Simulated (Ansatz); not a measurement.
Born–Oppenheimer molecular dynamics of BF$_{2}$HO (5 atoms, charge 0, multiplicity 1). It starts from a relaxed structure.

Level of theory: RKS B3LYP/def2-SVP (Ansatz).

- ensemble: NVT, Langevin thermostat
- time step: 0.5 fs
- steps asked: 100
- set temperature: 700 K
- friction: 0.005 /fs
- seed: 144356

First frame:

```xyz
5
Properties=species:S:1:pos:R:3
B -0.011 -0.027 0.025
O -0.003 -0.116 1.368
H -0.886 -0.173 1.754
F 1.131 0.060 -0.632
F -1.141 -0.025 -0.677
```

(1) How far do the bonds stretch over the last three quarters of this one trajectory? (Pairs bonded in most of those frames.)

Answers

(1) 
```tsv
bond	mean (Å)	spread (Å)	shortest	longest
B1–O2	1.356	0.023	1.32	1.40
B1–F4	1.316	0.026	1.28	1.39
B1–F5	1.348	0.054	1.24	1.41
O2–H3	0.966	0.015	0.94	0.99
```

Mean temperature of the second half: 625 K. The mean temperature of the second half is 11 % below the set value. A run of 0.05 ps of so small a system gives no equilibrium averages.

The run took 66 s on 1 thread of Intel(R) Xeon(R) 6975P-C (Granite Rapids), with other jobs on the host, peak memory 0.11 GiB.
